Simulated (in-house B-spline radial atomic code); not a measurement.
RPA and G0W0 on CAM-B3LYP: Sc VII (Sc6+)

Configuration [Ne] 3s2 3p3, highest spin, mean-field start CAM-B3LYP. Computed with an all-electron radial atomic-structure program (B-spline basis): all electrons, non-relativistic, point nucleus, each spin shell either full or empty, empty states to l = 9 with an (l + 1/2)⁻⁴ tail; G0W0 by contour deformation at full frequency.

Command:
```bash
python run_gw.py task.json out
```
Settings (radii: box in bohr, nucleus in fm):
```
Z                        21
electrons                15
configuration            [Ne] 3s2 3p3
hamiltonian              nr
method                   camb3lyp
lmax                     9
spin_polarised           True
box_radius               9.29
intervals                48
```

Run time, properties included: 2.2 s on 1 thread of Arm Neoverse N1 (shared host).

Energies (hartree):

```
                                     term       value
                         mean-field total  -748.86482
Hartree-Fock functional on these orbitals  -748.22095
                      direct second order     -1.0333
                    second-order exchange     0.37492
                         SOSEX correction     0.34518
```

(1) What is the RPA correlation energy, and what remains with SOSEX?

Quasi-particle levels (eV):

| level | occupied | mean field | Σx - vxc | Σc | QP weight | G0W0 |
| --- | --- | --- | --- | --- | --- | --- |
| 3p up | yes | -130.49 | -6.22 | ? | ? | ? |
| 3s down | yes | -146.31 | -2.86 | -3.08 | 0.965 | -152.25 |
| 2p down | yes | -504.52 | -26.67 | 6.84 | 0.903 | -524.34 |
| 3p down | no | -116.37 | 8.40 | -3.29 | 0.961 | -111.26 |

G0W0 = mean field + (Σx - vxc) + Σc, with Σc (partial-wave tail included) taken at the quasi-particle energy. Only the outer levels were computed. Levels of low weight are left out.

(2) Where does G0W0 put 3p up?

## Answers

(1) RPA gives -0.92547 hartree (-1.68 eV per electron); RPA + SOSEX gives -0.58029, and the second-order doubles -0.65833 hartree (no singles). SOSEX takes back 37 % of the RPA value.

(2) At -137.04 eV, with Σc = -0.32 eV and a quasi-particle weight of 0.961. The tabulated removal energy is 137.99 ± 0.25 eV (NIST, semi-empirical); the calculation leaves out relativity, Breit and QED terms, and what these don't explain is the method's own error.
